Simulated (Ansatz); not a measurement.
System: C$_{3}$H$_{10}$O$_{3}$Si, net charge 0, singlet state. 
Geometry from a B3LYP-D3(BJ)/def2-TZVP (Ansatz, a quantum-chemistry and plane-wave program) optimisation:
SMILES: CC(C)[Si](O)(O)O
```xyz
17

C     -1.1894     1.7328    -0.8032
C     -1.1859     0.3339    -0.1699
C     -1.8312    -0.6961    -1.1083
Si     0.5281    -0.1845     0.3602
O      1.4106    -0.2422    -1.0338
O      1.1964     0.8307     1.4665
O      0.5495    -1.6194     1.1613
H     -0.5813     1.7544    -1.7100
H     -0.8002     2.4909    -0.1194
H     -2.2043     2.0336    -1.0770
H     -1.7777     0.3747     0.7522
H     -2.8450    -0.3917    -1.3821
H     -1.2560    -0.8010    -2.0305
H     -1.9040    -1.6824    -0.6437
H      2.3324    -0.5053    -0.9665
H      1.3801     1.7294     1.1855
H      0.2494    -2.3958     0.6841
```
Charge 0, spin multiplicity 1.

Basis-set convergence of Hartree-Fock and CCSD(T) correlation energies (hartree) with Ansatz. Correlated levels leave the core frozen unless marked. Spin-orbit coupling is left out. Non-relativistic.

```json
[
 {"basis": "cc-pV(D+d)Z", "functions": "157", "E(HF)": "-633.13617", "E(corr, CCSD(T))": "-1.18133"},
 {"basis": "cc-pV(T+d)Z", "functions": "359", "E(HF)": "(withheld)", "E(corr, CCSD(T))": "(withheld)"}
]
```

### Question
Some entries are withheld; supply them.

### Answer

- cc-pV(T+d)Z, E(HF): -633.28133
- cc-pV(T+d)Z, E(corr, CCSD(T)): -1.47043
